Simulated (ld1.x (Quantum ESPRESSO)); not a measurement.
An all-electron radial function and its pseudo partner (titanium)

Columns: radius, all-electron u(r) and pseudo u(r) of the 4s shell (level -5.27 eV) of titanium in the configuration [Ar] 3d2 4s1 4p1; PW91, scalar-relativistic, TM semilocal scheme, ld1.x (Quantum ESPRESSO) 7.5.

```json
{"r (bohr)": "0.180", "all-electron": "-0.1469", "pseudo": "-0.0384"}
{"r (bohr)": "0.360", "all-electron": "-0.0397", "pseudo": "-0.0744"}
{"r (bohr)": "0.540", "all-electron": "0.1783", "pseudo": "-0.1056"}
{"r (bohr)": "0.720", "all-electron": "0.2678", "pseudo": "-0.1315"}
{"r (bohr)": "0.900", "all-electron": "0.2304", "pseudo": "-0.1535"}
{"r (bohr)": "1.080", "all-electron": "0.1209", "pseudo": "-0.1759"}
{"r (bohr)": "1.260", "all-electron": "-0.0151", "pseudo": "-0.2045"}
{"r (bohr)": "1.440", "all-electron": "-0.1501", "pseudo": "-0.2459"}
{"r (bohr)": "1.620", "all-electron": "-0.2703", "pseudo": "-0.3042"}
{"r (bohr)": "1.800", "all-electron": "-0.3701", "pseudo": "-0.3763"}
{"r (bohr)": "1.980", "all-electron": "-0.4489", "pseudo": "-0.4491"}
{"r (bohr)": "2.160", "all-electron": "-0.5078", "pseudo": "-0.5078"}
{"r (bohr)": "2.340", "all-electron": "-0.5494", "pseudo": "-0.5494"}
{"r (bohr)": "2.520", "all-electron": "-0.5763", "pseudo": "-0.5763"}
{"r (bohr)": "2.700", "all-electron": "-0.5907", "pseudo": "-0.5907"}
{"r (bohr)": "2.880", "all-electron": "-0.5948", "pseudo": "-0.5948"}
{"r (bohr)": "3.060", "all-electron": "-0.5904", "pseudo": "-0.5904"}
{"r (bohr)": "3.240", "all-electron": "-0.5792", "pseudo": "-0.5792"}
{"r (bohr)": "3.420", "all-electron": "-0.5627", "pseudo": "-0.5627"}
{"r (bohr)": "3.600", "all-electron": "-0.5420", "pseudo": "-0.5420"}
{"r (bohr)": "3.780", "all-electron": "-0.5183", "pseudo": "-0.5183"}
{"r (bohr)": "3.960", "all-electron": "-0.4926", "pseudo": "-0.4926"}
{"r (bohr)": "4.140", "all-electron": "-0.4656", "pseudo": "-0.4656"}
{"r (bohr)": "4.320", "all-electron": "-0.4378", "pseudo": "-0.4378"}
{"r (bohr)": "4.500", "all-electron": "-0.4100", "pseudo": "-0.4100"}
{"r (bohr)": "4.680", "all-electron": "-0.3824", "pseudo": "-0.3824"}
```

Task: How many radial nodes do the two functions have?

Result: The all-electron 4s function has n − l − 1 = 3 (the table is too coarse to show those close to the nucleus); the pseudo-wave has 0, since the states of the same l below it are removed with the core.

Task: At about which radius was the pseudo-wave matched?

Result: 2.12 bohr, where the columns begin to agree (steps of 0.18 bohr).

Task: Is the pseudo-wave norm-conserving?

Result: Yes: the TM semilocal scheme keeps the norm inside the radius equal to the all-electron one, which fixes the energy derivative of the logarithmic derivative at the level.
